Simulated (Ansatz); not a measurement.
`C[O][GeH]([SH])[O]C` at its PBE0-D4/def2-TZVP geometry, where that method's forces vanish. Total charge 0; spin multiplicity 1.

```xyz
14

C     0.9931   -1.6039    1.0138
O     0.0767   -1.3976   -0.0409
Ge   -1.1782   -0.1622    0.1623
S    -2.2428   -0.2239   -1.7686
O    -0.4147    1.4024    0.4689
C     0.4208    1.9782   -0.5124
H     0.4966   -1.9679    1.9218
H     1.7086   -2.3623    0.6893
H     1.5445   -0.6904    1.2641
H    -2.0594   -0.3941    1.3933
H    -1.2910   -1.0205   -2.2854
H     1.3274    1.3837   -0.6748
H    -0.0961    2.0896   -1.4723
H     0.7147    2.9687   -0.1592
```

Q: What forces (eV/Å) does PBE-D4/def2-TZVPP give on these atoms in Ansatz 0.2.0? (An estimate is asked.)

A: The calculation gave: 
```
C1   0.135 -0.010  0.192
O2   0.109 -0.405 -0.502
Ge3 -0.448 -0.092  0.049
S4  -0.347  0.132 -0.187
O5  -0.063  0.372  0.528
C6   0.146  0.080 -0.183
H7  -0.083 -0.083  0.215
H8   0.156 -0.163 -0.063
H9   0.139  0.185  0.076
H10 -0.112 -0.005  0.173
H11  0.187 -0.148 -0.093
H12  0.208 -0.110 -0.055
H13 -0.094  0.032 -0.222
H14  0.066  0.214  0.071
```
